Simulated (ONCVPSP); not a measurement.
# tellurium, ONCV: configuration errors across variants

* Element: tellurium (Te)
* Generator: ONCVPSP 4.0.1
* Type: optimised norm-conserving Vanderbilt (ONCV)
* Functional: PBE
* Relativity: scalar-relativistic
* Frozen core: [Ar] 3d10 4s2
* Valence charge: 22
* Reference configuration: 4p6 4d10 5s1 5p5
* Partial waves: 5s: rc 1.60 bohr, ncon 4, nbas 7, qcut 3.5 1/bohr, 2 projectors, debl 2.6 Ha; 4p+5p: rc 1.45 bohr, ncon 4, nbas 7, qcut 8.8 1/bohr, 2 projectors; 4d: rc 1.15 bohr, ncon 4, nbas 9, qcut 10.7 1/bohr, 3 projectors, debl 2.8 Ha
* Local potential: polynomial inside 0.95 bohr (lpopt 5, dvloc0 2 Ha)
* Core correction: Teter function, fcfact 3.5, rcfact 1.6

All-electron excitation energies from the reference (eV): (1) 4p6 4d10 5s2 5p4 -9.255; (2) 4p6 4d10 5s2 5p3 0.474; (3) 4p6 4d10 5s2 5p2 18.399; (4) 4p6 4d10 5s2 5p3.5 -5.358.

2 further variants failed, have other tests or too few solved ones, and are left out.

A true bound ghost makes a file unfit for plane-wave use even where its test errors are small: the radial tests pick states by their node count and pass the ghost by.

Errors AE − PS in meV (a dash: test not solved or not reliable):

```tsv
change	(1)	(2)	(3)	(4)	bound ghosts	GHOST(+) flags above zero
base	-8.4	-15	-28	-11	s	s
s: qcut 4.6	-8.7	-16	-29	-11	s	none
d: rc 1.42	-8.4	-15	-28	-11	s	s
s: rc 1.64	-8.4	-15	-28	-11	s	s
s: qcut 3.1; p: qcut 7.8; d: qcut 9.4	-7.7	-14	-26	-10	s	s, d
d: ncon 3, nbas 8	-8.4	-15	-28	-11	s	s
s: debl 1.75	-8.4	-15	-28	-11	s	s
```

(1) Give the same row for: core correction Teter function, fcfact 2.2, rcfact 1.6.

Results:

(1) -8.2, -15, -27, -11; bound ghosts: s; GHOST(+) flags above zero: s.
